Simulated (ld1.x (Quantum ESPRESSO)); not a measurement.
# B: variants of one TM potential

Base potential:

B, norm-conserving Troullier–Martins (Kleinman–Bylander form), made with ld1.x (Quantum ESPRESSO) 7.5 (PBEsol, non-relativistic). Core [He], reference 2s2 2p1. Waves: 2s (bound): rc 1.15 bohr; 2p (bound): rc 2.05 bohr; 3d channel at 0.25 Ry: rc 1.55 bohr. Local part: all-electron potential smoothed inside 1.90 bohr (lloc = -1). Core correction: Bessel-smoothed model core, default radius (core density twice the valence density).

All-electron outer shells of the reference configuration (PBEsol, non-relativistic, ld1.x):

```tsv
shell	level (eV)	outermost node (bohr)	outermost maximum (bohr)
2s	-9.36	0.46	1.52
2p	-3.56	–	1.59
```

Cutoffs, loose and tight: the cutoffs (Ry, on a coarse ladder) from which the occupation-weighted sum of valence levels, in a spherical-Bessel basis at the reference potential, stays within 10 and 1 mRy of its value at 400 Ry. They do not see the model core or the augmentation charge, which bear on the density cutoff. Test errors are all-electron minus pseudo excitation energies from the reference, over the configurations 2s2 2p0; 2s1 2p0; 2s2 2p0.5; 2s1 2p2; 2s1 2p1; 2s2 2p1.3; 2s0 2p3. A dash means not determined; rows that change the core or the reference have their own tests.

A true bound ghost makes a file unfit for plane-wave use even where its test errors are small: the radial tests pick states by their node count and pass the ghost by.

```csv
change,outcome,"cutoff, loose","cutoff, tight",bound ghosts,largest test error (meV)
base,generated,25 Ry,55 Ry,none,+75
wave 2s (bound): rc 1.15 bohr becomes 2s (bound): rc 0.80 bohr,generated,140 Ry,180 Ry,s,+73
wave 2s (bound): rc 1.15 bohr becomes 2s (bound): rc 1.20 bohr,generated,25 Ry,55 Ry,none,+75
wave 2s (bound): rc 1.15 bohr becomes 2s (bound): rc 1.36 bohr,generated,21 Ry,55 Ry,none,+75
wave 2s (bound): rc 1.15 bohr becomes 2s (bound): rc 1.50 bohr,generated,21 Ry,50 Ry,none,+75
wave 2s (bound): rc 1.15 bohr becomes 2s (bound): rc 1.66 bohr,generated,21 Ry,45 Ry,none,+74
```

(1) What comes out with this change to the base: wave 2s (bound): rc 1.15 bohr becomes 2s (bound): rc 0.94 bohr?

## Answers

(1) outcome: generated; cutoff, loose: 70 Ry; cutoff, tight: 160 Ry; bound ghosts: none; largest test error (meV): +72.

Reading the sweep of the s radius (base included, trends over the rows without a ghost): The loose cutoff falls from 70 Ry at 0.94 to 21 Ry at 1.66 bohr. A larger radius leaves more room for a smooth pseudo-wave, so fewer plane waves are needed; a smaller one forces it to follow the all-electron wave where it bends sharply. The median size of the test errors (rows with all tests solved) is not monotonic: lowest 2.2 meV at 1.15 bohr, highest 3.9 meV at 0.94 bohr. Bound ghosts are found at 0.8 bohr.
